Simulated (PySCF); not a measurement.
## Pd (palladium, neutral) across methods

[Kr] 4d9 5p1, one real determinant (an excited configuration). All numbers are calculated (PySCF 2.14, a scalar-relativistic core potential, in aug-cc-pwCVDZ-PP with ECP28MDF).

| method | E (hartree) | mean ε 4d α (eV) | mean ε 4d β (eV) | mean ε 5p α (eV) | Σ⟨r²⟩ (bohr²) | ⟨S²⟩ |
| --- | --- | --- | --- | --- | --- | --- |
| LDA | -127.0366 | -8.778 | -8.032 | -2.202 | 57.89 | 2.000 |
| PBE | -127.2950 | -8.595 | -7.870 | -2.157 | 58.73 | 2.000 |
| UHF | -126.50309 | -15.218 | -14.146 | -3.463 | 64.30 | 2.002 |
| CAM-B3LYP | -127.2455 | -11.834 | -11.088 | -3.286 | 58.89 | 2.001 |
| r2SCANh | -127.3039 | -9.489 | -8.659 | -2.395 | 58.00 | 2.001 |
| B97-3 | -127.3102 | -10.502 | -9.751 | -2.488 | 59.78 | 2.001 |
| PBE0 | -127.2787 | -10.399 | -9.602 | -2.593 | 59.16 | 2.001 |

(1) Estimate the same row for r2SCAN.

⟨L²⟩ = 8.01 against 12 for a pure F term, so this real determinant mixes terms. Energies and moments cover only the electrons outside the core potential.

Results:

(1) E (hartree) = -127.3173; mean ε 4d α (eV) = -8.783; mean ε 4d β (eV) = -7.970; mean ε 5p α (eV) = -2.231; Σ⟨r²⟩ (bohr²) = 57.78; ⟨S²⟩ = 2.001.
